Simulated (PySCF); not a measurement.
## How methods differ on the excitation energy of S²⁺

S²⁺ [Ne] 3s2 3p2 (3P) → S²⁺ [Ne] 3s1 3p3 (5S), as a difference of total energies. All numbers are calculated (PySCF 2.14, no relativity, point nucleus, in dyall-av3z). Correlated levels: valence: [Ne] frozen; virtual orbitals above 40 to 60 times the deepest correlated orbital energy dropped. The calculations carry no spin-orbit coupling.

```
           method  excitation energy (eV)
              UHF                   5.250
              LDA                   7.330
              PBE                   7.208
             PBE0                   6.960
           r2SCAN                   6.229
        BHandHLYP                   7.428
            TPSSh                   7.050
             BLYP                   7.782
           B2PLYP                   7.318
    MP2 (valence)                   6.449
SCS-MP2 (valence)                   7.010
```

Q: How much does correlation contribute at MP2 (valence)?

A: 6.449 − (5.250) = 1.199 eV, measured against UHF.

A first-order spin-orbit estimate (lowest level to lowest level, LS coupling) adds 0.061 eV.
